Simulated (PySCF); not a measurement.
**C₁₀H₁₀O: calculation and literature**

Molfile (atoms numbered from 1):
```
C10H10O
     RDKit          3D

 21 22  0  0  0  0  0  0  0  0999 V2000
   -1.3155   -1.0569   -1.4407 O   0  0  0  0  0  0  0  0  0  0  0  0
   -0.8544   -0.3349   -0.5807 C   0  0  0  0  0  0  0  0  0  0  0  0
    0.6060   -0.2948   -0.3001 C   0  0  0  0  0  0  0  0  0  0  0  0
    1.1103   -0.0946    0.9823 C   0  0  0  0  0  0  0  0  0  0  0  0
    2.4766   -0.0875    1.1959 C   0  0  0  0  0  0  0  0  0  0  0  0
    3.3502   -0.2667    0.1356 C   0  0  0  0  0  0  0  0  0  0  0  0
    2.8554   -0.4786   -1.1410 C   0  0  0  0  0  0  0  0  0  0  0  0
    1.4907   -0.5044   -1.3558 C   0  0  0  0  0  0  0  0  0  0  0  0
   -1.7034    0.5674    0.2370 C   0  0  0  0  0  0  0  0  0  0  0  0
   -2.9848   -0.0039    0.8076 C   0  0  0  0  0  0  0  0  0  0  0  0
   -3.0514    0.9521   -0.3250 C   0  0  0  0  0  0  0  0  0  0  0  0
    0.4374    0.0233    1.8188 H   0  0  0  0  0  0  0  0  0  0  0  0
    2.8629    0.0576    2.1941 H   0  0  0  0  0  0  0  0  0  0  0  0
    4.4163   -0.2471    0.3070 H   0  0  0  0  0  0  0  0  0  0  0  0
    3.5343   -0.6324   -1.9666 H   0  0  0  0  0  0  0  0  0  0  0  0
    1.0873   -0.6780   -2.3422 H   0  0  0  0  0  0  0  0  0  0  0  0
   -1.1769    1.3046    0.8269 H   0  0  0  0  0  0  0  0  0  0  0  0
   -3.1819   -1.0448    0.6007 H   0  0  0  0  0  0  0  0  0  0  0  0
   -3.2796    0.3218    1.7940 H   0  0  0  0  0  0  0  0  0  0  0  0
   -3.3994    1.9580   -0.1473 H   0  0  0  0  0  0  0  0  0  0  0  0
   -3.2891    0.5566   -1.3009 H   0  0  0  0  0  0  0  0  0  0  0  0
  1  2  2  0
  2  3  1  0
  3  4  2  0
  4  5  1  0
  5  6  2  0
  6  7  1  0
  7  8  2  0
  2  9  1  0
  9 10  1  0
 10 11  1  0
  8  3  1  0
 11  9  1  0
  4 12  1  0
  5 13  1  0
  6 14  1  0
  7 15  1  0
  8 16  1  0
  9 17  1  0
 10 18  1  0
 10 19  1  0
 11 20  1  0
 11 21  1  0
M  END
```

Measured values that the calculation should reproduce: δ ¹³C C9 17.1; C10/C11 11.5 ppm (measured; solution, not stated per compound (mostly CDCl3 or CCl4); Pretsch, Buehlmann, Badertscher, Structure Determination of Organic Compounds, 4th ed. (2009)).

Method: geometry from GFN2-xTB, σ from GIAO-PBE0/pcSseg-1, in PySCF (rapidly exchanging positions averaged, one conformer, no solvent model, non-relativistic).

Question: Set the calculated values beside the experiment.

Answer: 
Reference values: measured (solution, not stated per compound (mostly CDCl3 or CCl4); Pretsch, Buehlmann, Badertscher, Structure Determination of Organic Compounds, 4th ed. (2009)).
```csv
atoms,quantity,reference,computed,"computed, scaled"
C9,δ ¹³C,17.1,22.1,19.4
C10/C11,δ ¹³C,11.5,15.0,12.5
```

Computed shifts are σ(ref) − σ with the named reference compound (TMS for H and C) calculated as an isolated molecule at the same level. The measured values may be among those fitted. Expected solution values come from regression of measured δ (H and C: mostly CDCl3, vs TMS) on computed σ: ¹³C (scatter 2.1 ppm rms, 2.3 ppm with the 13 outliers that the fit left out). A few per cent of atoms miss by over 2 rms, more outside the fitted compound classes.

Question: How far are the unscaled ¹³C shifts from the references?

Answer: Mean signed difference +4.25 ppm, mean absolute 4.25 ppm over 2 comparisons; the largest is +5.0 ppm at C9 (three-membered-ring carbon).
